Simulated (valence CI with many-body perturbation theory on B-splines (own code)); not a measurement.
Sensitivity of CI+MBPT for Nb19+

Computed by configuration interaction combined with many-body perturbation theory (CI+MBPT): four valence electrons over a frozen Dirac-Fock core [Ar], radial functions for each j: 6 s, 6 p, 5 d, 5 f, 1 g, with the one-electron correlation potential Σ1, the two-electron term Σ2, the three-electron term Σ3, Breit, model QED; selected CI, second order for the rest, scaled by the run's own slope (own B-spline code, finite nucleus).

No measured levels were compared; by estimate terms of the open shell hold to 2 to 4 % of their energy, and close levels can change places. Only levels of the ground parity were solved; by the run's estimate the other parity begins above the list, which can be wrong where configurations are misplaced.

The reference run has the lowest level 3d4 5D_0 and an ionisation energy of 816.045 eV. Its largest variational space holds 7965 state functions.

Names give the largest LS component (configuration and term), which can be under half, so a name can repeat, a term be missing and a line seem to break the LS rules; names also repeat where a configuration has a term twice.

Changed runs:
A. natural orbitals for correlation on → off
B. correlating orbitals by l 3 3 3 3 1 → 6 4 4 3 0
C. correlating orbitals by l 3 3 3 3 1 → 4 4 0 0 0; box radius (bohr) 5.7304 → 4.55
D. Davidson tolerance 2e-05 → 0.03 (bad on purpose)

Excitation energies of the reference run in cm⁻¹, and shifts in cm⁻¹:

```tsv
Level	Reference	A	B	C	D
3d4 5D_1	8061	-275	-41	-290	0
3d4 5D_2	17032	-397	-53	-416	+0.1
3d4 5D_3	25503	-388	-43	-404	+0.1
3d4 5D_4	33028	-261	-13	-269	+0.1
3d4 3P_0	65833	+1837	+326	+1949	0
3d4 3H_4	74050	+1275	+544	+1435	+0.3
3d4 3P_1	87981	+1939	+465	+2053	0
3d4 3H_5	88126	+1074	+597	+1227	0
3d4 3G_3	88337	+1581	+565	+1762	+0.4
3d4 3F_2	91756	+1933	+573	+2096	+0.2
3d4 3H_6	94879	+1100	+636	+1253	0
3d4 3F_4	101916	+1327	+551	+1478	+0.2
Ionisation energy (eV)	816.045	-0.198	-0.036	-0.116	0
```
